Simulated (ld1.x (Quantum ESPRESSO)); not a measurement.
## Varying the TM semilocal potential for F

Base potential:

fluorine (F), norm-conserving Troullier–Martins (semilocal form), made with ld1.x (Quantum ESPRESSO) 7.5 (PBEsol, scalar-relativistic). Core [He], reference 2s2 2p5. Waves: 2s (bound): rc 0.70 bohr; 2p (bound): rc 1.20 bohr. Local part: the p channel. Core correction: Bessel-smoothed model core inside 0.55 bohr.

Cutoffs, loose and tight: the cutoffs (Ry, on a coarse ladder) from which the occupation-weighted sum of valence levels, in a spherical-Bessel basis at the reference potential, stays within 10 and 1 mRy of its value at 400 Ry. They do not see the model core or the augmentation charge, which bear on the density cutoff. Test errors are all-electron minus pseudo excitation energies from the reference, over the configurations 2s2 2p4; 2s2 2p3; 2s2 2p2; 2s2 2p1; 2s2 2p5.3; 2s1 2p6; 2s2 2p4.5. A dash means not determined; rows that change the core or the reference have their own tests.

In the semilocal form every listed channel keeps its own potential, so the choice of the local channel does not act on these tests. It acts once the file is put into the separable form.

A semilocal file is local in each channel, so a ghost entry of none says nothing of the separable form that plane-wave codes build from it.

| change | outcome | cutoff, loose | cutoff, tight | bound ghosts | largest test error (meV) |
| --- | --- | --- | --- | --- | --- |
| base | generated | 160 Ry | 260 Ry | none | +1000 |
| all radii but the core radius scaled by about 1.23 (s 0.86, p 1.48 bohr) | generated | 100 Ry | 200 Ry | none | +2720 |
| wave 2p (bound): rc 1.20 bohr becomes 2p (bound): rc 1.54 bohr | generated | 120 Ry | 260 Ry | none | +2916 |
| type PAW, which also changes the form from semilocal to separable; waves now 2s (bound): rcut 0.60, rcutus 0.70 bohr; 2s channel at -1.7 Ry: rcut 0.60, rcutus 0.70 bohr; 2p (bound): rcut 1.05, rcutus 1.20 bohr; 2p channel at 3.05 Ry: rcut 1.05, rcutus 1.20 bohr; local potential all-electron potential smoothed inside 0.55 bohr (lloc = -1); augmentation PSQ, inside the norm-conserving radii | generated | 60 Ry | 100 Ry | none | +35 |
| functional PW91 | generated | 160 Ry | 260 Ry | none | +1084 |
| wave 2s (bound): rc 0.70 bohr becomes 2s (bound): rc 0.68 bohr | generated | 160 Ry | 260 Ry | none | +994 |
| core correction none | generated | 160 Ry | 260 Ry | none | +1097 |
| reference 2s1 2p6 | generated | 100 Ry | 230 Ry | none | +1368 |
| wave 2s (bound): rc 0.70 bohr becomes 2s (bound): rc 0.88 bohr | generated | 110 Ry | 200 Ry | none | +1119 |
| functional BLYP | generated | 160 Ry | 260 Ry | none | +1171 |

Problem. What comes out with this change to the base: all radii but the core radius scaled by about 0.80 (s 0.56, p 0.96 bohr)?

Solution. outcome: generated; cutoff, loose: 200 Ry; cutoff, tight: 300 Ry; bound ghosts: none; largest test error (meV): +357.
